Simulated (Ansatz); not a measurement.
`[SiH3]CS` + `OB(F)F` → `FB(F)O[SiH3]` + CH₃SH at 500 K and 1 bar (ligand exchange at the Si–C bond).

Program: Ansatz. Geometries: PBE0-D4/def2-TZVP. ΔE: electronic, gas phase. CCSD(T)/CBS adds triple-zeta CCSD(T) − MP2 to the extrapolated MP2 energy (def2 sets, frozen cores). This one scheme is used for every species. Each species was taken in one conformer, which may not be the lowest.

```tsv
species	CCSD(T)/CBS energy (Eh)	H − E (kJ/mol)	S (J/(mol·K))
`[SiH3]CS`	-728.50660	199.0	359.7
`OB(F)F`	-300.33752	91.0	306.4
`FB(F)O[SiH3]`	-590.65048	145.7	396.2
CH₃SH	-438.22835	145.1	283.7
```

H − E and S are ideal-gas, rigid-rotor, harmonic terms from PBE0-D4/def2-TZVP, for one conformer and one mirror image of each species. 1 Eh = 2625.50 kJ/mol, R = 8.31446 J/(mol·K).

Problem. By hand: ΔE, ΔH, ΔS and ΔG.

Solution. ΔE = (-590.65048) + (-438.22835) − (-728.50660) − (-300.33752) = -0.03471 Eh = -91.1 kJ/mol. Δ(H − E) = 145.7 + 145.1 − 199.0 − 91.0 = 0.8, so ΔH = -90.3 kJ/mol. ΔS = 396.2 + 283.7 − 359.7 − 306.4 = 13.8 J/(mol·K). ΔG = -90.3 − 500 × (13.8)/1000 = -97.2 kJ/mol.

Problem. By hand: the equilibrium constant, and the temperature at which ΔG would vanish if ΔH and ΔS stayed fixed.

Solution. log₁₀ K = −ΔG/(RT ln 10) = 10.2. ΔH and −TΔS have one sign here, so there is no such temperature.

The number of gas molecules stays the same, so ΔS is small and ΔH decides. A doubt of 5 kJ/mol in ΔE shifts log₁₀ K by 0.5 here. Other conformers and mirror images would add mixing entropy, several J/(mol·K) or more a flexible species. Modes under 60 cm⁻¹, often nearly free rotors, make the harmonic entropy too high. These are equilibria of isolated gas molecules and say nothing of rates. Largest T1 diagnostic: 0.012 (customary marks: 0.02 for closed shells, 0.045 for open ones).
